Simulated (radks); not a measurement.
Task: These are the eigenvalues of the occupied orbitals of an atom or ion with whole-number occupations (eV). All-electron calculation, scalar-relativistic Kohn-Sham, PBE, spin-polarised, spherical densities, point nucleus. Program: a radial shooting solver on a logarithmic mesh with Libxc functionals.

1s down: -9568.277
1s up: -9568.276
2s up: -1201.215
2s down: -1200.540
2p up: -1046.818
2p down: -1046.313
3s up: -171.6740
3s down: -170.4238
3p up: -125.6490
3p down: -124.4209
3d up: -51.2775
3d down: -50.1057

Which element is it, and in what charge state? The configuration may be excited. Open shells, if any, are filled with parallel spins first.

Result: Z = 30, zinc, charge +3: Zn3+ in [Ar] 3d9. The list shows which subshells hold electrons but not how many an open one holds; the 1s level, -351.63 hartree, gives Z - s = 26.5 by -(Z - s)^2/2, which with screening and relativity narrows Z to a few neighbours, and the depths of the outer levels then fix element, charge and occupations together.
